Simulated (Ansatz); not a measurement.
Ansatz (a program for electronic structure) input (B3LYP-D3(BJ)/def2-TZVP):

Ansatz 0.2 input:
```yaml
crystal:
  periodic: [false, false, false]
  atoms:
    - {symbol: F, position_ang: [-1.21446270, -0.06048366, 0.00967820]}
    - {symbol: B, position_ang: [0.00281818, 0.00262702, -0.00143400]}
    - {symbol: F, position_ang: [1.22003318, 0.06558886, -0.01229201]}
basis:
  gaussian:
    orbitals: def2-TZVP
hamiltonian:
  xc: b3lyp
  dispersion: d3bj
total_charge: 1
relax: {f_tol: 0.002, max_steps: 150}
```

End of the output:

```
reference -6105.01873355 eV, -224.3553003275 hartree; 11, 11 occupied and 82, 82 virtual orbitals, 481 factors
relax step   2: F+E_penalty+E_count = -6105.05320088 eV  Δ(F+E_penalty+E_count) = -7.521e-3 eV  max|allowed force component| = 1.923e-1 eV/Å  Δτ_max = 0.0077 Å  (29 SCF iters, accepted)
these checks for a lower state are left out or cut short: starts, cluster_reference, orbital_swaps, neighbouring_geometries, increment
integrals: 0.01 GiB planned
481 factors; their error is unknown
mean field: 0.19 GiB planned
mean field -6105.01911595 eV, -224.3553143805 hartree, gradient 2.6e-5 eV, S^2 0.000000; 0 other end points of the search recorded, 0 dependent functions left out
the calculation of the forces begins
reference -6105.01923922 eV, -224.3553189107 hartree; 11, 11 occupied and 82, 82 virtual orbitals, 481 factors
relax step   3: F+E_penalty+E_count = -6105.05369403 eV  Δ(F+E_penalty+E_count) = -4.931e-4 eV  max|allowed force component| = 4.294e-3 eV/Å  Δτ_max = 0.0025 Å  (29 SCF iters, accepted)
these checks for a lower state are left out or cut short: starts, cluster_reference, orbital_swaps, neighbouring_geometries, increment
integrals: 0.01 GiB planned
481 factors; their error is unknown
mean field: 0.19 GiB planned
mean field evaluation 32: about -6105.0000 eV, gradient 1.4e-1 eV
mean field -6105.01911652 eV, -224.3553144016 hartree, gradient 2.1e-5 eV, S^2 0.000000; 0 other end points of the search recorded, 0 dependent functions left out
the calculation of the forces begins
reference -6105.01923980 eV, -224.3553189318 hartree; 11, 11 occupied and 82, 82 virtual orbitals, 481 factors
relax step   4: F+E_penalty+E_count = -6105.05369432 eV  Δ(F+E_penalty+E_count) = -2.857e-7 eV  max|allowed force component| = 1.721e-5 eV/Å  Δτ_max = 0.0001 Å  (18 SCF iters, accepted)
integrals: 0.01 GiB planned
481 factors; their error is unknown
mean field: 0.19 GiB planned
mean field -6105.01911652 eV, -224.3553144016 hartree, gradient 2.4e-5 eV, S^2 0.000000; 1 other end points of the search recorded, 0 dependent functions left out
the calculation of the forces begins
reference -6105.01923980 eV, -224.3553189318 hartree; 11, 11 occupied and 82, 82 virtual orbitals, 481 factors
Total energy: -6105.05381759 eV, -224.3565896424 hartree
Atom 0 at    -1.224745    -0.060992     0.009729 Å, force     0.000015     0.000002    -0.000003 eV/Å
Atom 1 at     0.002796     0.002578    -0.001350 Å, force     0.000002    -0.000003     0.000005 eV/Å
Atom 2 at     1.230337     0.066147    -0.012427 Å, force    -0.000017     0.000001    -0.000003 eV/Å
Dipole moment:    -0.000000     0.000001    -0.000001 e Å
```
